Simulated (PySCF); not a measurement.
An unknown shows these calculated signals:

¹H NMR (400 MHz, computed): δ 6.45 (br s, 1H), 5.26 (m, 1H), 4.83 (s, 3H), 4.67 (m, 1H), 1.62 (d, 3H).

¹³C{¹H} NMR (computed): δ 174.5 (C), 91.3 (CH), 73.4 (CH), 14.7 (CH3).

- GFN2-xTB structure
- PBE0/pcSseg-1 with gauge-including orbitals
- program: PySCF
- gas phase, equivalent nuclei averaged, non-relativistic Hamiltonian, one computed conformer

Referencing at the same level of theory: ¹H (σref 31.72), ¹³C (σref 186.93) vs TMS.

Which of these does the molecule contain: a carboxylic acid, a benzene ring, a CF3 group, an NH or NH2 group, an OH group, a Si–H bond?

## Answers


- A carboxylic acid: yes (δC 174.5; δH 6.45 (br s)).
- A benzene ring: no.
- A CF3 group: no.
- An NH or NH2 group: no.
- An OH group: yes (δH 6.45 (br s)).
- A Si–H bond: yes (δH 4.83 (s)).

The data belong to SMILES C[C@@H](O[SiH3])[C@H](F)C(=O)O, C4H9FO3Si; they needn't prove each group on their own.

Carbon signals by region: 1 in the far downfield region (above 160 ppm), 2 at 50–100 ppm, 1 below 50 ppm. Above 160 ppm: 174.5, carboxylic acid carbon.

OH and NH positions are those of a molecule without intermolecular hydrogen bonds; in solution they move with solvent, concentration and temperature, and exchange usually removes their couplings. Splittings by ¹⁹F in the carbon and heteronuclear signals aren't shown, as no couplings were computed. Shifts are as computed. Against solution values, carbons near 30 ppm lie about +3 ppm off and those near 130 ppm about +5 ppm. Of 1309 compounds with measured shifts, 239 miss one by over three times the rms of a fit or turn the order of signals round; such compounds aren't used in these exercises. The C=O carbon of an acid or of an amide with N–H lies up to 10 ppm further downfield in solution, through hydrogen bonding that the calculation lacks. Multiplicities follow the n + 1 count of equivalent neighbours, as no J values were calculated; m marks all less simple cases, F and P coupling included.
